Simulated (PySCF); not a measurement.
HgBr, SMILES [Br][Hg+], charge +1.

Geometry optimised at PBE0-D3(BJ)/def2-TZVP. The spin state was assumed, not searched. The def2 effective core potentials stand for the cores of Hg; spin–orbit coupling is left out.

The numbers are results of r2SCAN/def2-TZVPD in PySCF, not measurements.

The molecule is in vacuum.

Q: Estimate the frontier levels, gap, dipole moment and polarisability. (An estimate is asked for; the answer gives what the named calculation found.)

A: 
| Property | Result |
|---|---|
| highest occupied level | -13.42 eV |
| lowest empty level | -11.95 eV |
| orbital gap | 1.47 eV |
| dipole moment about the centre of nuclear charge | 2.73 D |
| mean static polarisability | 43.3 bohr³ (6.42 Å³) |
| polarisability, principal values | 32.5, 32.5, 65.0 bohr³ |
